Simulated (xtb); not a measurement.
CCl2, singlet, from a rough starting geometry; GFN2-xTB run with xtb.

The xtb input:
```
$ xtb mol.xyz --gfn 2 --opt vtight --json

# file mol.xyz
3

Cl    -1.38046867    -0.32233249     0.05710460
C     -0.06261350     0.63140593     0.05844001
Cl     1.41490932    -0.27383362    -0.02957976
```

Output, abridged:

```
   ID    Z sym.   atoms
    1   17 Cl     1, 3
    2    6 C      2

           -------------------------------------------------
          |                Calculation Setup                |
           -------------------------------------------------

           -------------------------------------------------
          |                 G F N 2 - x T B                 |
           -------------------------------------------------

          ...................................................
          :                      SETUP                      :
          :.................................................:
          :  # basis functions                  24          :
          :  # atomic orbitals                  22          :
          :  # shells                            8          :
          :  # electrons                        18          :
          :  max. iterations                   250          :
          :  Hamiltonian                  GFN2-xTB          :
          :  restarted?                      false          :
          :  GBSA solvation                  false          :
          :  PC potential                    false          :
          :  electronic temp.          300.0000000     K    :
          :  accuracy                    1.0000000          :
          :  -> integral cutoff          0.2500000E+02      :
          :  -> integral neglect         0.1000000E-07      :
          :  -> SCF convergence          0.1000000E-05 Eh   :
          :  -> wf. convergence          0.1000000E-03 e    :
          :  Broyden damping             0.4000000          :
          :  net charge                          0          :
          :  unpaired electrons                  0          :
          ...................................................

 iter      E             dE          RMSdq      gap      omega  full diag
   1    -11.1446354 -0.111446E+02  0.806E+00    1.86       0.0  T
   2    -11.1512959 -0.666055E-02  0.412E+00    1.70       1.0  T
   3    -11.1442694  0.702654E-02  0.281E+00    1.89       1.0  T
   4    -11.1536779 -0.940856E-02  0.525E-01    1.78       1.0  T
   5    -11.1541103 -0.432398E-03  0.340E-01    1.83       1.0  T
   6    -11.1540771  0.332147E-04  0.274E-01    1.82       1.0  T
   7    -11.1541967 -0.119544E-03  0.164E-01    1.85       1.0  T
   8    -11.1542716 -0.749414E-04  0.328E-02    1.83       1.8  T
   9    -11.1542733 -0.171398E-05  0.244E-02    1.84       2.4  T
[...]
         :: total energy             -11.136432125444 Eh    ::
 * total energy  :   -11.1364321 Eh     change       -0.9672263E-11 Eh
 * total energy  :   -11.1370618 Eh     change       -0.6296246E-03 Eh
 * total energy  :   -11.1379041 Eh     change       -0.8423869E-03 Eh
 * total energy  :   -11.1379300 Eh     change       -0.2585413E-04 Eh
 * total energy  :   -11.1379363 Eh     change       -0.6316059E-05 Eh
 * total energy  :   -11.1379377 Eh     change       -0.1387245E-05 Eh
 * total energy  :   -11.1379380 Eh     change       -0.2986413E-06 Eh
 * total energy  :   -11.1379380 Eh     change       -0.9437127E-09 Eh
   *** GEOMETRY OPTIMIZATION CONVERGED AFTER 8 ITERATIONS ***
         :: total energy             -11.137937993960 Eh    ::
[...]
        18                         -0.0176982              -0.4816
        19                         -0.0088828              -0.2417
        20                          0.0066469               0.1809
       ...                                ...                  ...
        22                          0.2276278               6.1941
      -------------------------------------------------------------
                  HL-Gap            0.0670748 Eh            1.8252 eV
             Fermi-level           -0.3736879 Eh          -10.1686 eV

     #   Z          covCN         q      C6AA      α(0)
     1  17 Cl       1.164     0.006    99.059    15.227
     2   6 C        1.785    -0.011    31.521     9.075
     3  17 Cl       1.164     0.006    99.058    15.227

 Mol. C6AA /au·bohr⁶  :        651.091198
 Mol. C8AA /au·bohr⁸  :      25202.146191
 Mol. α(0) /au        :         39.528778

Wiberg/Mayer (AO) data.
largest (>0.10) Wiberg bond orders for each atom

 ---------------------------------------------------------------------------
     #   Z sym  total        # sym  WBO       # sym  WBO       # sym  WBO
 ---------------------------------------------------------------------------
     1  17 Cl   1.503 --     2 C    1.370     3 Cl   0.134
     2   6 C    2.739 --     3 Cl   1.370     1 Cl   1.370
     3  17 Cl   1.503 --     2 C    1.370     1 Cl   0.134
 ---------------------------------------------------------------------------

Topologies differ in total number of bonds
Writing topology from bond orders to xtbtopo.mol

molecular dipole:
                 x           y           z       tot (Debye)
 q only:        0.001      -0.020      -0.001
   full:        0.014      -0.562      -0.026       1.431
molecular quadrupole (traceless):
                xx          xy          yy          xz          yz          zz
 q only:        0.084       0.004      -0.051      -0.003      -0.002      -0.033
  q+dip:        1.318       0.089      -1.623      -0.027      -0.135       0.306
   full:        1.391       0.112      -2.505      -0.002      -0.212       1.114

optimized geometry written to: xtbopt.xyz

           -------------------------------------------------
          | TOTAL ENERGY              -11.137937993960 Eh   |
          | GRADIENT NORM               0.000004955492 Eh/α |
          | HOMO-LUMO GAP               1.825197535920 eV   |
           -------------------------------------------------

normal termination of xtb
```
